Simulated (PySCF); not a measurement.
This PySCF input asks for the NMR shieldings of SMILES CN(C)C(=O)C[SiH](N)N, C₄H₁₃N₃OSi; the geometry comes from GFN2-xTB.

```python
import basis_set_exchange as bse
import numpy as np
from pyscf import gto, dft
from pyscf.prop import nmr

atoms = """
C     2.643888   -0.046572   -0.320481
N     1.600881    0.613914    0.420807
C     2.066119    1.538602    1.429307
C     0.274418    0.371000    0.296540
O    -0.540257    0.969370    0.987252
C    -0.180587   -0.636782   -0.710667
Si   -2.066207   -0.792518   -0.502339
N    -2.540862   -2.100619   -1.533658
N    -2.724031    0.720483   -1.023841
H     3.369620    0.696094   -0.661423
H     2.241680   -0.560938   -1.187183
H     3.168078   -0.772840    0.310056
H     2.635926    2.348717    0.967720
H     2.702339    1.024690    2.154435
H     1.195755    1.949212    1.936809
H     0.311659   -1.592150   -0.541208
H     0.083780   -0.299439   -1.712398
H    -2.407968   -1.280426    0.835319
H    -3.509136   -2.371616   -1.503980
H    -2.236922   -2.082550   -2.493787
H    -3.725454    0.794167   -1.117917
H    -2.373130    1.529588   -0.533644
"""
names = dict.fromkeys(["C", "N", "O", "Si", "H"], "pcSseg-1")
basis = {el: gto.basis.parse(bse.get_basis(n, elements=[el], fmt="nwchem")) for el, n in names.items()}
mol = gto.M(atom=atoms, basis=basis, charge=0, verbose=0)
mf = dft.RKS(mol, xc="PBE0")
mf.grids.level = 2
mf.grids.alignment = dft.numint.BLKSIZE   # the property module wants whole blocks of grid points
mf.conv_tol = 1e-9
mf.kernel()

calc = nmr.RKS(mf)   # GIAO
C = mf.mo_coeff
Co = C[:, mf.mo_occ > 0]
resp = mf.gen_response(singlet=True, hermi=2)
def vind(x):   # induced exchange potential for any number of trial vectors
    d = np.einsum("pi,xij,qj->xpq", C, 2 * x.reshape(-1, C.shape[1], Co.shape[1]), Co, optimize=True)
    return np.einsum("xpq,pi,qj->xij", resp(d - d.transpose(0, 2, 1)), C, Co, optimize=True).ravel()
mo1, _ = nmr.rhf.solve_mo1(calc, with_cphf=vind)
sigma = calc.kernel(mo1)
for i, s in enumerate(sigma):   # ppm
    print("%2d %-2s %9.2f" % (i, mol.atom_pure_symbol(i), np.trace(s) / 3))
```

Question: What are the results?

Answer: 
```
 0 C     147.81
 1 N     144.75
 2 C     152.50
 3 C      10.97
 4 O     -81.80
 5 C     160.34
 6 Si    377.37
 7 N     243.76
 8 N     232.21
 9 H      28.99
10 H      28.17
11 H      28.77
12 H      29.54
13 H      29.49
14 H      26.71
15 H      30.04
16 H      29.95
17 H      26.61
18 H      31.38
19 H      31.45
20 H      31.27
21 H      30.48
```

These numbers come from an equivalent density-fitted implementation of the same equations, which agrees with the script to about 0.01 ppm for H and up to a few tenths of a ppm for heavy atoms, so last digits may differ.

Question: Turn these shieldings into chemical shifts. Referencing at the same level of theory: TMS for 13C (186.93 ppm) and 29Si (349.16 ppm) and 1H (31.72 ppm); NH3 for 15N (267.73 ppm); 17O (336.08 ppm) against H2O.

Answer: Averaging equivalent atoms: C 3: 176.0; C 0: 39.1; C 2: 34.4; C 5: 26.6; N 1: 123.0; N 7/8: 29.7; O 4: 417.9; Si 6: -28.2; H 17: 5.11; H 12/13/14: 3.14; H 9/10/11: 3.07; H 15/16: 1.72; H 18/19/20/21: 0.57 ppm. Unscaled 17O shifts of doubly bonded oxygen tend to come out too high, by tens of ppm or more. Experimental scales use liquid or dissolved standards, which lie at an offset from isolated NH3 (liquid NH3: subtract about 20 ppm) and H2O (liquid H2O: subtract about 36 ppm).

Size and cost of the density-fitted run: 225 basis functions, 110 s wall time on 1 thread of an Arm Neoverse N1, shared host; peak memory 1.1 GiB.
